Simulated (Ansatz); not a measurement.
`FC(F)(F)CC(F)(F)F` and `CNCC(F)(F)F` differ in one atom or group.

Ansatz, PBE0-D4/def2-TZVP geometries, multiplicity 1. Each molecule was computed in one conformer, which needn't be the lowest.

| property | `FC(F)(F)CC(F)(F)F` |
| --- | --- |
| HOMO–LUMO gap (ωB97M-V/def2-TZVPP) / eV | 16.19 |
| LUMO energy (PBE0/def2-TZVPP) / eV | 1.15 |
| size of the dipole moment (PBE/def2-TZVPP) / D | 1.80 |
| size of the dipole moment (ωB97M-V/def2-TZVPP) / D | 1.93 |
| LUMO energy (B3LYP/def2-TZVPP) / eV | 0.77 |
| HOMO energy (PBE0/def2-TZVPP) / eV | -11.21 |

Task: Give the same properties after the change, and the shifts. (Estimate.)

Result: Ansatz gave: 
```
                                          property  `CNCC(F)(F)F`  shift
           HOMO–LUMO gap (ωB97M-V/def2-TZVPP) / eV          11.88  -4.31
                LUMO energy (PBE0/def2-TZVPP) / eV           0.99  -0.16
    size of the dipole moment (PBE/def2-TZVPP) / D           2.56   0.76
size of the dipole moment (ωB97M-V/def2-TZVPP) / D           2.77   0.84
               LUMO energy (B3LYP/def2-TZVPP) / eV           0.64  -0.13
                HOMO energy (PBE0/def2-TZVPP) / eV          -7.05   4.16
```

With PBE0 the HOMO rises by 4.16 eV and the LUMO falls by 0.16 eV, so the gap narrows by about 4.32 eV. PBE moves the HOMO by 3.78 eV and ωB97M-V by 4.17 eV. The zero-point energy changes by 105.8 kJ/mol with +6 modes. Dipoles are sizes alone; their direction can turn.

B3LYP here is the variant with VWN-RPA as its local correlation; programs differ in this.
